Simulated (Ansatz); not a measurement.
System: sum formula H3SiO2, charge -1, multiplicity 1. It need not be the lowest isomer of its formula. Whether it binds its extra electron was not tested at this geometry. 
Structure (B3LYP-D3(BJ)/def2-TZVP (Ansatz, a first-principles code) minimum search):
```xyz
6

Si    -0.3779    -0.1909     0.1203
O     -0.5518     1.3114    -0.2647
O      1.2309    -0.7538    -0.0110
H     -1.1457    -1.2071    -0.7097
H     -0.7436    -0.5832     1.5429
H      1.7465     0.0018    -0.3123
```
Charge -1, spin multiplicity 1.

Parts of the frozen-core correlation energy in 6-31G* (Ansatz, hartree). Frozen orbitals: 7; correlated occupied orbitals by spin: 10 and 10; virtual: 38 and 38. No spin-orbit coupling. Non-relativistic.

```
term                            value
-------------------------  ----------
reference (HF)             -440.45218
MP2 opposite-spin            -0.33417
MP2 same-spin                -0.11909
CCSD correlation             -0.46917
(T)                          -0.00973
T1 diagnostic                   0.015
largest doubles amplitude       0.030
```
